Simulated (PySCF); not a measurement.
Calculation: PBE-D3(BJ)/def2-TZVP // r2SCAN-D4/def2-TZVP (PySCF). Isolated molecules, 0 K electronic values unless said otherwise. 

Reference species (SMILES): `[SiH2]C` (neutral, multiplicity 2).

```json
{
  "dipole_moment": "0.97 D"
}
```

Changed species: `[CH2][SiH3]` (H atom removed from C1; the reference has H atom removed from Si2).

Problem. What does the change do to the dipole moment?

Solution. the dipole moment falls by 0.30 D, to 0.67 D.
